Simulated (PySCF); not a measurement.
C (SMILES [C]), triplet; CCSD(T)/6-31G* run with PySCF.

Here is a job for PySCF.
```python
from pyscf import gto, scf, cc

mol = gto.Mole()
mol.atom = '''
    C     0.000000    0.000000    0.000000
'''
mol.basis = '6-31g*'
mol.charge = 0
mol.spin = 2
mol.verbose = 4
mol.build()

mf = scf.UHF(mol)
mf.kernel()

mycc = cc.CCSD(mf)
mycc.kernel()
et = mycc.ccsd_t()
print('E(CCSD(T)) = %.10f' % (mycc.e_tot + et))
```

**Question.** Predict the main parts of the log of this PySCF run.

**Answer.** 
```
PySCF version 2.14.0

[INPUT] verbose = 4
[INPUT] num. atoms = 1
[INPUT] num. electrons = 6
[INPUT] charge = 0
[INPUT] spin (= nelec alpha-beta = 2S) = 2
[INPUT] symmetry False subgroup None
[INPUT] Mole.unit = angstrom
[INPUT] Symbol           X                Y                Z      unit          X                Y                Z       unit  Magmom
[INPUT]  1 C      0.000000000000   0.000000000000   0.000000000000 AA    0.000000000000   0.000000000000   0.000000000000 Bohr   0.0

nuclear repulsion = 0
number of shells = 6
number of NR pGTOs = 27
number of NR cGTOs = 14
basis = 6-31g*
ecp = {}

******** <class 'pyscf.scf.uhf.UHF'> ********
method = UHF
initial guess = minao
damping factor = 0
level_shift factor = 0
DIIS = <class 'pyscf.scf.diis.CDIIS'>
diis_start_cycle = 1
diis_space = 8
diis_damp = 0
SCF conv_tol = 1e-09
SCF conv_tol_grad = None
SCF max_cycles = 50
direct_scf = True
direct_scf_tol = 1e-13
number electrons alpha = 4  beta = 2
Set gradient conv threshold to 3.16228e-05
init E= -37.2760277011609

cycle= 1 E= -37.6478206550622  delta_E= -0.372  |g|= 0.18  |ddm|= 0.78
cycle= 2 E= -37.6777899251193  delta_E= -0.03  |g|= 0.0493  |ddm|= 0.258
cycle= 3 E= -37.6802200713468  delta_E= -0.00243  |g|= 0.0164  |ddm|= 0.0817
cycle= 4 E= -37.6805697876933  delta_E= -0.00035  |g|= 0.00241  |ddm|= 0.0433
cycle= 5 E= -37.6805766411743  delta_E= -6.85e-06  |g|= 0.000208  |ddm|= 0.0068
cycle= 6 E= -37.6805766794239  delta_E= -3.82e-08  |g|= 1.31e-05  |ddm|= 0.000482
cycle= 7 E= -37.6805766795626  delta_E= -1.39e-10  |g|= 5.56e-07  |ddm|= 2.57e-05
Extra cycle  E= -37.6805766795627  delta_E= -1.85e-13  |g|= 1.36e-07  |ddm|= 4.62e-07
converged SCF energy = -37.6805766795627  <S^2> = 2.0047106  2S+1 = 3.0031388

******** <class 'pyscf.cc.uccsd.UCCSD'> ********
CC2 = 0
CCSD nocc = (np.int64(4), np.int64(2)), nmo = (14, 14)
max_cycle = 50
direct = 0
conv_tol = 1e-07
conv_tol_normt = 1e-06
diis_space = 6
diis_start_cycle = 0
diis_start_energy_diff = 1e+09
Init t2, MP2 energy = -0.0525142378213101
Init E_corr(UCCSD) = -0.0525142378213206
cycle = 1  E_corr(UCCSD) = -0.0650049640629439  dE = -0.0124907262  norm(t1,t2) = 0.0425404
cycle = 2  E_corr(UCCSD) = -0.0686695389251619  dE = -0.00366457486  norm(t1,t2) = 0.0185919
cycle = 3  E_corr(UCCSD) = -0.0713160762678431  dE = -0.00264653734  norm(t1,t2) = 0.00943678
cycle = 4  E_corr(UCCSD) = -0.0712486673856433  dE = 6.74088822e-05  norm(t1,t2) = 0.00116078
cycle = 5  E_corr(UCCSD) = -0.0712575075540374  dE = -8.84016839e-06  norm(t1,t2) = 0.000153117
cycle = 6  E_corr(UCCSD) = -0.0712530703658403  dE = 4.4371882e-06  norm(t1,t2) = 2.63316e-05
cycle = 7  E_corr(UCCSD) = -0.0712547824450872  dE = -1.71207925e-06  norm(t1,t2) = 6.01881e-06
cycle = 8  E_corr(UCCSD) = -0.0712544509923223  dE = 3.31452765e-07  norm(t1,t2) = 1.61182e-06
cycle = 9  E_corr(UCCSD) = -0.0712544544899302  dE = -3.4976079e-09  norm(t1,t2) = 2.20523e-07
UCCSD converged
E(UCCSD) = -37.75183113405267  E_corr = -0.07125445448993023
UCCSD(T) correction = -0.000947857935699267
E(CCSD(T)) = -37.7527789920
```
